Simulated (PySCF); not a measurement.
## Magnetic susceptibility: SMILES C1C(=C)CCCC1=S, C7H10S

Geometry (Å), atoms numbered from 1 in this order:
```xyz
18

C    -2.224    0.389    0.735
C    -1.124    0.193    0.029
C    -0.578   -1.162   -0.311
C     0.833   -1.299    0.262
C     1.740   -0.189   -0.283
C     1.141    1.147    0.002
S     1.948    2.313    0.790
C    -0.267    1.333   -0.463
H    -2.823   -0.433    1.089
H    -2.576    1.376    0.979
H    -1.225   -1.942    0.092
H    -0.538   -1.280   -1.398
H     0.789   -1.224    1.350
H     1.253   -2.272    0.005
H     2.735   -0.254    0.158
H     1.834   -0.309   -1.367
H    -0.657    2.293   -0.122
H    -0.271    1.326   -1.559
```

Level of theory: GIAO HF/pcSseg-1 magnetisability, rotational g tensor and spin-rotation constants, non-relativistic, gas phase (PySCF 2.14.0). Geometry: GFN2-xTB.

Problem. What are the magnetisability and the molar susceptibility?

Solution. Isotropic -1285 × 10⁻³⁰ J/T², or -77.4 × 10⁻⁶ cm³/mol; principal values -1461, -1285, -1109 × 10⁻³⁰ J/T², anisotropy 305 × 10⁻³⁰ J/T² (root of half the summed squared differences of the principal values). The susceptibility is in cgs units.

Problem. Split it along the inertial axes a, b, c into diamagnetic and paramagnetic parts about the centre of mass, with the quadrupole moment.

Solution. 
| axis | χ (10⁻⁶ cm³/mol) | diamagnetic (10⁻⁶ cm³/mol) | paramagnetic (10⁻⁶ cm³/mol) | summed x² of all electrons (Å²) | quadrupole Θ (D Å) |
| --- | --- | --- | --- | --- | --- |
| a | -71.8 | -576.4 | 504.6 | 200.6 | -7.57 |
| b | -73.4 | -987.1 | 913.7 | 103.8 | +5.10 |
| c | -86.9 | -1291.3 | 1204.3 | 32.1 | +2.47 |

Anisotropies 2χaa − χbb − χcc = +16.7 and 2χbb − χaa − χcc = +11.9 × 10⁻⁶ cm³/mol. Θ is traceless in Buckingham's convention.

Problem. And the rotational g tensor?

Solution. 
| axis | rotational constant (GHz) | g | nuclear part | electronic part |
| --- | --- | --- | --- | --- |
| a | 2.7794 | -0.0359 | 0.6229 | -0.6588 |
| b | 1.3472 | -0.0211 | 0.5572 | -0.5783 |
| c | 1.0143 | -0.0087 | 0.5652 | -0.5739 |

Asymmetric top; isotopes 12C, 1H, 32S; no vibrational averaging.
